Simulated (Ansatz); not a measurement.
Input for Ansatz (a program for electronic structure): U-CCSD(T)/def2-TZVPP on H (SMILES [H]).

Ansatz 0.2 input:
```yaml
crystal:
  periodic: [false, false, false]
  atoms:
    - {symbol: H, position_ang: [0.00000000, 0.00000000, 0.00000000]}
basis:
  gaussian:
    orbitals: def2-TZVPP
magnetization: {spin_polarized: true, initial_magnetization: 1}
correlation: {method: ccsd_t, electrons: outside_noble_gas}
scf: {omitted_lower_state_checks: [cluster_reference]}
```

Output:

```
WARN ansatz: RAYON_NUM_THREADS=4 ignored (pool sized by the plan → 4); use --threads N
Functional definition: HF
these checks for a lower state are left out or cut short: cluster_reference
integrals: 0.00 GiB planned
65 factors; integrals over basis functions are off by at most 1.6e-4 eV
mean field: 0.04 GiB planned
mean field evaluation 1: about -13.5530 eV, gradient 1.7e0 eV
mean field evaluation 2: about -13.5530 eV, gradient 1.7e0 eV
mean field evaluation 4: about -13.6007 eV, gradient 2.8e-3 eV
mean field evaluation 8: about -13.6005 eV, gradient 2.7e-11 eV
mean field -13.60051839 eV, -0.4998098322 hartree, gradient 1.9e-7 eV, S^2 0.750000; 0 other end points of the search recorded, 0 dependent functions left out
reference -13.60051839 eV, -0.4998098322 hartree; 1, 0 occupied and 13, 14 virtual orbitals, 65 factors
second order 0.00000000 eV of doubles, -0.00000000 eV of singles
coupled cluster: 0.04 GiB planned
cycle   1  -0.00000000 eV  change  -9.3e-17 eV  update   1.2e-9
perturbative correction 0.00000000 eV, 0.0000000000 hartree
Total energy: -13.60051839 eV, -0.4998098322 hartree
Checks for a lower state left out: cluster_reference
```

The calculation finished and met its thresholds.

Cost: very roughly 0.29 core-seconds.
